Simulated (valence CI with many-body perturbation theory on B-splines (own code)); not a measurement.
# Forbidden lines of Ir35+

Method: valence CI with perturbative core correlation (CI+MBPT): six valence electrons over a frozen Dirac-Fock core [Kr], a basis of 7 s, 7 p, 8 d, 6 f, 4 g, 1 h functions for each j, with the one-electron correlation potential Σ1 (screened to all orders), the two-electron term Σ2, the three-electron term Σ3, Breit, model QED; selected single and double excitations, second order for the rest, scaled by the run's own slope (own B-spline code, finite nucleus).

No measured spectrum was set against this ion. As an estimate, large intervals hold to a few tenths of a per cent, small ones and those within an open d or f shell to about a per cent. Core correlation moves these levels by up to 8800 cm⁻¹, and in measured spectra 5 to 20 % of such shifts remained as error; rates that hang on mixing are uncertain with them. Among the levels kept, up to 730 cm⁻¹ of a level comes from second order outside the variational space, and about a tenth of that is noise between levels of different J, which matters for small intervals. Only levels of the ground parity were solved; by the run's estimate the other parity begins above the list, which can be wrong where configurations are misplaced.

Lines 51 to 100 of 112 in falling wavelength, among levels below 754850 cm⁻¹, chosen from the decays that carry over 1 % of a level's rate. Wavelengths and rates use the calculated energies. Electric multipoles are in the length gauge, E1 and E2 with the static RPA response of the core. Weak lines are less certain than strong ones. Lines between different terms over intervals too small for the method are left out, as are lines whose strength nearly cancels. The highest levels of a list are the least certain.

Levels are named by their leading jj configuration (3d3/2^4 stands for four electrons in 3d with j = 3/2), which in mixed levels can hold well under half, so a name can repeat and another be missing. Letters in brackets count levels of one name in rising energy.

```tsv
λ vac (Å)	Upper	Lower	Type	A (s⁻¹)	Branch %
554.1	(4d3/2^2 4d5/2^4) J=2 [c]	(4d3/2^3 4d5/2^3) J=2 [b]	M1	5.51e+04	34.4
551.9	(4d3/2 4d5/2^5) J=4	(4d3/2^2 4d5/2^4) J=3 [b]	M1	4.02e+04	15.2
550.6	(4d3/2 4d5/2^5) J=1	(4d3/2^2 4d5/2^4) J=0 [a]	M1	7.21e+04	18.9
549.6	(4d3/2^2 4d5/2^4) J=2 [c]	(4d3/2^3 4d5/2^3) J=1 [b]	M1	2.69e+04	16.8
548.3	(4d3/2^3 4d5/2^3) J=5	(4d3/2^4 4d5/2^2) J=4	M1	1.89e+04	99.0
545.6	(4d3/2^3 4d5/2^3) J=3 [b]	(4d3/2^4 4d5/2^2) J=2	M1	8.16e+03	18.6
545.6	(4d3/2^2 4d5/2^4) J=6	(4d3/2^3 4d5/2^3) J=6	M1	4.24e+04	69.6
544.3	(4d3/2^2 4d5/2^4) J=4 [b]	(4d3/2^3 4d5/2^3) J=3 [b]	M1	1.56e+04	17.6
541.6	(4d3/2^3 4d5/2^3) J=6	(4d3/2^4 4d5/2^2) J=4	E2	2.69e+00	97.4
541.4	(4d3/2^2 4d5/2^4) J=4 [a]	(4d3/2^3 4d5/2^3) J=4 [a]	M1	1.39e+05	79.7
541.4	(4d3/2 4d5/2^5) J=3	(4d3/2^2 4d5/2^4) J=4 [b]	M1	2.64e+04	11.6
540.3	(4d3/2^2 4d5/2^4) J=4 [c]	(4d3/2^3 4d5/2^3) J=3 [c]	M1	4.26e+04	40.6
540.1	(4d3/2^2 4d5/2^4) J=2 [b]	(4d3/2^3 4d5/2^3) J=3 [b]	M1	2.64e+04	26.0
538.9	(4d3/2^2 4d5/2^4) J=6	(4d3/2^3 4d5/2^3) J=5	M1	1.84e+04	30.3
529.0	(4d3/2 4d5/2^5) J=2	(4d3/2^2 4d5/2^4) J=1	M1	6.74e+04	27.2
525.9	(4d3/2^2 4d5/2^4) J=2 [b]	(4d3/2^3 4d5/2^3) J=2 [a]	M1	4.79e+04	47.2
520.8	(4d3/2^2 4d5/2^4) J=4 [c]	(4d3/2^3 4d5/2^3) J=4 [b]	M1	3.18e+04	30.3
520.3	(4d3/2 4d5/2^5) J=1	(4d3/2^2 4d5/2^4) J=2 [a]	M1	2.97e+05	77.9
519.3	(4d3/2^2 4d5/2^4) J=4 [a]	(4d3/2^3 4d5/2^3) J=3 [a]	M1	2.18e+03	1.2
517.2	(4d3/2^2 4d5/2^4) J=3 [a]	(4d3/2^3 4d5/2^3) J=4 [a]	M1	5.70e+04	36.0
503.3	(4d3/2^2 4d5/2^4) J=5	(4d3/2^3 4d5/2^3) J=4 [a]	M1	5.08e+03	5.4
503.0	(4d3/2 4d5/2^5) J=4	(4d3/2^2 4d5/2^4) J=5	M1	8.14e+04	30.9
497.0	(4d3/2^2 4d5/2^4) J=3 [a]	(4d3/2^3 4d5/2^3) J=3 [a]	M1	6.84e+04	43.2
493.8	(4d3/2 4d5/2^5) J=3	(4d3/2^2 4d5/2^4) J=3 [b]	M1	2.84e+04	12.5
489.8	(4d3/2 4d5/2^5) J=4	(4d3/2^2 4d5/2^4) J=3 [a]	M1	2.92e+03	1.1
485.0	(4d3/2^3 4d5/2^3) J=3 [b]	(4d3/2^4 4d5/2^2) J=4	M1	3.43e+04	78.2
481.9	(4d3/2^2 4d5/2^4) J=4 [b]	(4d3/2^3 4d5/2^3) J=5	M1	6.05e+04	68.2
475.0	(4d3/2^3 4d5/2^3) J=0	(4d3/2^4 4d5/2^2) J=2	E2	3.80e+02	8.5
469.9	(4d3/2 4d5/2^5) J=4	(4d3/2^2 4d5/2^4) J=4 [a]	M1	1.38e+05	52.3
462.3	(4d3/2^2 4d5/2^4) J=3 [b]	(4d3/2^3 4d5/2^3) J=4 [a]	M1	1.23e+04	11.5
462.3	(4d5/2^6) J=0	(4d3/2 4d5/2^5) J=1	M1	4.99e+05	99.2
461.8	(4d3/2^2 4d5/2^4) J=1	(4d3/2^3 4d5/2^3) J=1 [a]	M1	5.10e+04	38.7
455.5	(4d3/2 4d5/2^5) J=2	(4d3/2^2 4d5/2^4) J=3 [a]	M1	9.36e+04	37.8
452.0	(4d3/2^2 4d5/2^4) J=2 [c]	(4d3/2^3 4d5/2^3) J=3 [b]	M1	7.08e+03	4.4
449.3	(4d3/2^3 4d5/2^3) J=1 [b]	(4d3/2^4 4d5/2^2) J=2	M1	5.29e+03	12.3
446.3	(4d3/2^3 4d5/2^3) J=2 [b]	(4d3/2^4 4d5/2^2) J=2	M1	1.06e+04	66.0
446.1	(4d3/2^2 4d5/2^4) J=3 [b]	(4d3/2^3 4d5/2^3) J=3 [a]	M1	1.16e+03	1.1
443.6	(4d3/2 4d5/2^5) J=3	(4d3/2^2 4d5/2^4) J=3 [a]	M1	8.82e+04	38.9
442.1	(4d3/2^2 4d5/2^4) J=2 [c]	(4d3/2^3 4d5/2^3) J=2 [a]	M1	7.61e+03	4.8
429.7	(4d3/2^3 4d5/2^3) J=3 [c]	(4d3/2^4 4d5/2^2) J=2	M1	1.46e+04	48.8
427.2	(4d3/2 4d5/2^5) J=3	(4d3/2^2 4d5/2^4) J=4 [a]	M1	1.93e+04	8.5
426.4	(4d3/2^2 4d5/2^4) J=4 [c]	(4d3/2^3 4d5/2^3) J=3 [b]	M1	1.10e+03	1.1
416.9	(4d3/2^2 4d5/2^4) J=2 [d]	(4d3/2^3 4d5/2^3) J=3 [c]	M1	2.66e+04	26.2
413.3	(4d3/2^2 4d5/2^4) J=4 [b]	(4d3/2^3 4d5/2^3) J=3 [a]	M1	6.98e+03	7.9
410.9	(4d3/2^2 4d5/2^4) J=2 [b]	(4d3/2^3 4d5/2^3) J=3 [a]	M1	1.84e+04	18.1
402.3	(4d3/2^2 4d5/2^4) J=2 [d]	(4d3/2^3 4d5/2^3) J=2 [b]	M1	4.86e+03	4.8
402.1	(4d3/2^3 4d5/2^3) J=4 [b]	(4d3/2^4 4d5/2^2) J=4	M1	1.85e+03	49.8
402.1	(4d3/2^3 4d5/2^3) J=4 [b]	(4d3/2^4 4d5/2^2) J=4	E2	8.46e+01	2.3
400.0	(4d3/2^2 4d5/2^4) J=2 [d]	(4d3/2^3 4d5/2^3) J=1 [b]	M1	3.10e+04	30.5
399.5	(4d3/2 4d5/2^5) J=2	(4d3/2^2 4d5/2^4) J=2 [a]	M1	3.00e+04	12.1
```
